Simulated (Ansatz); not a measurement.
Start from `[SnH4]` and change one element to get SiH₄.

Ansatz, PBE0-D4/def2-TZVP geometries, multiplicity 1. 

Elements past krypton have def2 core potentials.

```csv
property,`[SnH4]`
zero-point energy (PBE0-D4/def2-TZVP) / kJ/mol,68.3
size of the dipole moment (ωB97M-V/def2-TZVPP) / D,0.00
HOMO energy (ωB97M-V/def2-TZVPP) / eV,-11.38
size of the dipole moment (B3LYP/def2-TZVPP) / D,0.00
HOMO energy (PBE/def2-TZVPP) / eV,-7.93
HOMO–LUMO gap (B3LYP/def2-TZVPP) / eV,9.28
```

Problem. What does the change do to each property? (An estimate is asked.)

Solution. Ansatz gave: 
```json
{"property": "zero-point energy (PBE0-D4/def2-TZVP) / kJ/mol", "SiH₄": "81.5", "shift": "13.2"}
{"property": "size of the dipole moment (ωB97M-V/def2-TZVPP) / D", "SiH₄": "0.00", "shift": "0.00"}
{"property": "HOMO energy (ωB97M-V/def2-TZVPP) / eV", "SiH₄": "-12.14", "shift": "-0.76"}
{"property": "size of the dipole moment (B3LYP/def2-TZVPP) / D", "SiH₄": "0.00", "shift": "0.00"}
{"property": "HOMO energy (PBE/def2-TZVPP) / eV", "SiH₄": "-8.51", "shift": "-0.58"}
{"property": "HOMO–LUMO gap (B3LYP/def2-TZVPP) / eV", "SiH₄": "10.49", "shift": "1.21"}
```

With PBE0 the HOMO falls by 0.70 eV and the LUMO rises by 0.37 eV, so the gap widens by about 1.07 eV. PBE moves the HOMO by -0.58 eV and ωB97M-V by -0.76 eV.

B3LYP here is the variant with VWN-RPA as its local correlation; programs differ in this.
